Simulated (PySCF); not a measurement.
**CdN: one state, many levels of theory**

State: ⁴Σ⁻ (quartet), unpaired electrons σ ↑, π ↑↑. Set-up: PySCF, scalar-relativistic core potentials, basis sets Cd cc-pVDZ-PP with ECP28, N cc-pVDZ. De refers to Cd + N in their high-spin ground configurations, without counterpoise correction. The functionals are run spin-unrestricted. A positive dipole means Cd(−)N(+). Levels whose curve was spin-contaminated or gave no clean fit are not listed.

```csv
Level,Re (Å),ωe (cm⁻¹),De (eV),μ (D)
PBE,2.356,225,0.316,-0.73
revPBE,2.411,195,0.201,-0.76
BLYP,2.428,196,0.241,-0.64
r²SCAN,2.366,208,0.212,-0.60
TPSSh,2.350,217,0.197,-0.82
PBE0,2.430,157,0.121,-0.63
CAM-B3LYP,2.461,129,0.081,-0.46
```

The bond length runs from 2.350 Å (TPSSh) to 2.461 Å (CAM-B3LYP). De spans 0.08 eV (CAM-B3LYP, range-separated hybrid) to 0.32 eV (PBE, GGA).

The bond is weak. Basis-set superposition, not corrected here, can be much of De in a small basis, most of all at correlated wavefunction levels. Functionals without a dispersion term scatter widely for such bonds, and LDA overbinds them. Spin–orbit coupling is left out. The state was picked by a PBE0 search and need not be the measured ground state.
